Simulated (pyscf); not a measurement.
Thermochemistry of product channels of H₃Si–Si(SiH₃)(SiH₃)–Cl on the singlet surface, in eV, from ωB97M-D3(BJ)/def2-TZVP energies (ideal gas, 1 atm, RRHO with modes under 100 cm⁻¹ raised to 100, one conformer, R ln 2 for chiral ones without a mode under 150 cm⁻¹). Optimised with ωB97X-D3(BJ)/def2-SVP in PySCF.

```tsv
products	ΔE	ΔH(298 K)	ΔG(900 K)	ΔG(1200 K)
H₃Si–SiH₂–SiH(SiH₃)–Cl	+0.02	+0.03	+0.10	+0.13
H₃Si–SiH(SiH₃)–SiH₂–Cl	-0.06	-0.05	+0.02	+0.04
```

These are energies of the channels, which say nothing of barriers.
